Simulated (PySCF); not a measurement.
Vertical excitation energies

Ge₃H₁₃NSi₂.
SMILES: `[SiH3][N]([GeH2][GeH2][GeH3])[SiH3]`

Theory: TDDFT wB97X-D/def2-SVPD, vertical, gas phase, core orbitals frozen in the response (PySCF 2.14.0, density-fitted response routines). The structure is a single PBE0-D3(BJ)/def2-SVP conformer in the gas phase; no vibrational or solvent corrections. Relativistic effects, spin–orbit coupling among them, are left out although an element past zinc is present. Torsions of this conformer, `[SiH3:1][N:2]([SiH3:3])[GeH2:4][GeH2:5][GeH3:6]`: Si1–N2–Ge4–Ge5 77°, N2–Ge4–Ge5–Ge6 -61°.

**Question.** Predict the UV-vis stick spectrum at this level.

**Answer.** 

```csv
state,E (eV),E (hartree),f,"main configurations (H = HOMO, L = LUMO)"
S1,5.65,0.2076,0.0035,"H→L (82%), H→L+1 (11%)"
S2,6.47,0.2377,0.343,"H→L+1 (65%), H→L (10%)"
S3,6.65,0.2445,0.017,"H→L+3 (45%), H→L+2 (20%), H-1→L (9%)"
S4,6.68,0.2455,0.023,"H→L+2 (35%), H→L+4 (30%), H→L+3 (19%)"
S5,6.94,0.2550,0.015,"H-1→L (40%), H→L+3 (10%)"
S6,7.02,0.2581,0.021,"H→L+5 (39%), H→L+7 (18%), H→L+4 (8%)"
S7,7.14,0.2624,0.081,"H→L+4 (28%), H→L+5 (17%), H-1→L (12%)"
S8,7.29,0.2680,0.115,"H-1→L+1 (26%), H-1→L (13%), H→L+6 (11%)"
S9,7.37,0.2707,0.078,"H→L+6 (31%), H-1→L+1 (20%), H→L+4 (9%)"
S10,7.42,0.2727,0.032,"H→L+7 (25%), H-1→L+2 (16%), H-1→L+5 (10%)"
```

Triplets, Tamm–Dancoff:

| state | E (eV) | λ (nm) | main configurations (H = HOMO, L = LUMO) |
| --- | --- | --- | --- |
| T1 | 5.30 | 233.8 | H→L (79%), H→L+1 (11%) |
| T2 | 5.82 | 213.0 | H→L+1 (51%), H-1→L (11%) |
| T3 | 6.19 | 200.2 | H→L+2 (51%), H→L+4 (19%) |
| T4 | 6.37 | 194.5 | H→L+3 (42%), H-1→L (16%) |

The lowest singlet lies at 5.65 eV (219 nm, ultraviolet) and is very weak; its leading configuration is HOMO→LUMO (82%). The most intense listed level is S2 at 6.47 eV (192 nm, f = 0.343), 0.82 eV above S1. Löwdin shares by element: HOMO nitrogen 37%, germanium 27% or more, silicon 6% or more (atoms not listed hold the other 30%); LUMO germanium 43%, silicon 9% or more (atoms not listed hold the other 48%). Orbital energies (eV): HOMO-3 -11.14, HOMO-2 -10.58, HOMO-1 -9.87, HOMO -8.88, LUMO 1.08, LUMO+1 1.34, LUMO+2 1.56. Weighted by f, the mean energy of these states is 6.84 eV. The listed states span 1.77 eV, and the widest gap between neighbours is 0.82 eV (S1 to S2). All these states lie below the vertical ionisation energy of 8.76 eV (ΔSCF). Only the lowest 10 singlets were computed, as vertical energies without vibronic structure.
